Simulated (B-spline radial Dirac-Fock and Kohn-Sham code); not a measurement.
# X-ray scattering factor of Ne⁷⁺

System: Ne⁷⁺, [He] 2s1.

The computed values come from a radial finite-basis atomic code: configuration-average Dirac-Fock orbitals. f₀ is the Fourier transform of the spherical electron density, S the Waller-Hartree incoherent function, and s = sin θ/λ.

| s (Å⁻¹) | f₀ | S |
| --- | --- | --- |
| 0 | 3.000 | 0.000 |
| 0.07 | 2.978 | 0.044 |
| 0.09 | 2.964 | 0.071 |
| 0.11 | 2.946 | 0.105 |
| 0.14 | 2.914 | 0.166 |
| 0.17 | 2.876 | 0.236 |
| 0.22 | 2.799 | 0.371 |
| 0.27 | 2.709 | 0.515 |
| 0.33 | 2.591 | 0.688 |
| 0.41 | 2.424 | 0.898 |
| 0.52 | 2.202 | 1.128 |
| 0.64 | 1.991 | 1.309 |
| 0.8 | 1.773 | 1.491 |
| 0.99 | 1.590 | 1.687 |
| 1.23 | 1.419 | 1.931 |
| 1.53 | 1.231 | 2.209 |
| 1.9 | 1.007 | 2.482 |
| 2.36 | 0.758 | 2.710 |
| 2.94 | 0.516 | 2.866 |
| 3.65 | 0.321 | 2.948 |
| 4.54 | 0.182 | 2.983 |
| 5.65 | 0.096 | 2.995 |
| 7.02 | 0.047 | 2.999 |

f₀ starts at the number of electrons, 3, and has fallen to half at s ≈ 1.12 Å⁻¹. The sum of ⟨r²⟩ over the electrons is 0.6154 bohr².
